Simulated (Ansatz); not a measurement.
Reaction (SMILES): [CH2]CC(CC)CC -> [CH2]CC(C)(C)CC
Each molecule is optimised on its own at B3LYP-D3(BJ)/def2-TZVP (Ansatz, a quantum-chemistry and plane-wave program), one conformer each, not searched for the lowest. Frequencies are from Ansatz.

Quantity: isomerisation energy (0 K, with B3LYP-D3(BJ) harmonic zero-point energies), in kcal/mol. Valence correlation only, unless marked. UHF or UKS for open shells. No spin-orbit coupling. No relativistic terms. CBS(X,Y): correlation extrapolated as X^-3; Hartree-Fock from the larger set. [CCSD(T)-MP2]/basis is that difference in the basis named.

| level | program | isomerisation energy (kcal/mol) |
|---|---|---|
| PBE-D3(BJ)/def2-TZVPD | Ansatz + dftd3 | -2.0 |
| BLYP-D3(BJ)/def2-TZVPD | Ansatz + dftd3 | -2.0 |
| r2SCAN-D3(BJ)/def2-TZVPD | Ansatz + dftd3 | (withheld) |
| PBE0/def2-SVP | Ansatz | (withheld) |
| HSE06-D4/def2-TZVPD | Ansatz + dftd4 | -1.8 |
| CAM-B3LYP-D3(BJ)/def2-TZVPD | Ansatz + dftd3 | -1.8 |
| LC-wPBE/def2-TZVPD | Ansatz | -1.4 |
| B2GP-PLYP/def2-TZVPD | Ansatz | (withheld) |
| RI-MP2/CBS(cc-pVTZ,cc-pVQZ)+[CCSD(T)-MP2]/cc-pVTZ | Ansatz | (withheld) |

Task: Fill in the missing entries.

Result: 
- r2SCAN-D3(BJ)/def2-TZVPD, isomerisation energy (kcal/mol): -2.5
- PBE0/def2-SVP, isomerisation energy (kcal/mol): -1.0
- B2GP-PLYP/def2-TZVPD, isomerisation energy (kcal/mol): -2.2
- RI-MP2/CBS(cc-pVTZ,cc-pVQZ)+[CCSD(T)-MP2]/cc-pVTZ, isomerisation energy (kcal/mol): -2.9
